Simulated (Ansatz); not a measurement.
`CC(C)(C)O[SiH2]OC(C)(C)C` → `CC(C)(C)O[Si]OC(C)(C)C` + H₂  (silylene formation by 1,1-elimination)

Program: Ansatz. Geometries: PBE0-D4/def2-TZVP. ΔE: electronic, gas phase. CCSD(T)/CBS adds triple-zeta CCSD(T) − MP2 to the extrapolated MP2 energy (def2 sets, frozen cores). This one scheme is used for every species. DFT in def2-TZVPP. One conformer a species, not always the lowest.

Task: Is it downhill or uphill in electronic energy at CCSD(T)/CBS, and by how much? (An estimate is asked.)

Result: Computed: Uphill: ΔE = +36.8 kcal/mol.

Task: What do these levels give: r2SCAN0-D4, CAM-B3LYP-D4, ωB97X-V, ωB97M-V, B2PLYP, PBE-QIDH, r2SCANh, BHLYP, CAM-B3LYP, MP2/def2-SVP, HF/def2-QZVPP, MP2/CBS(def2)? (An estimate is asked.)

Result: Computed: r2SCAN0-D4 41.0, CAM-B3LYP-D4 37.1, ωB97X-V 39.1, ωB97M-V 34.9, B2PLYP 34.8, PBE-QIDH 40.3, r2SCANh 39.0, BHLYP 39.0, CAM-B3LYP 36.4, MP2/def2-SVP 37.2, HF/def2-QZVPP 42.0, MP2/CBS(def2) 38.1 kcal/mol.

Largest T1 diagnostic among the species: 0.012.

From BLYP to BHLYP (50 % exact exchange), in def2-TZVPP and without D4, ΔE moves by +11.6 kcal/mol. Leaving LDA and LC-ωPBE aside and taking each functional with its dispersion term where it has one, the values, not all of them listed here, spread over 12.0 kcal/mol, from BLYP-D4 to r2SCAN0-D4. LDA lies +6.4 kcal/mol from PBE without D4. In def2-TZVPP, CCSD(T) changes the Hartree–Fock value by −5.7 kcal/mol (the triples alone add −1.4 kcal/mol) and MP2 by −4.4 kcal/mol.
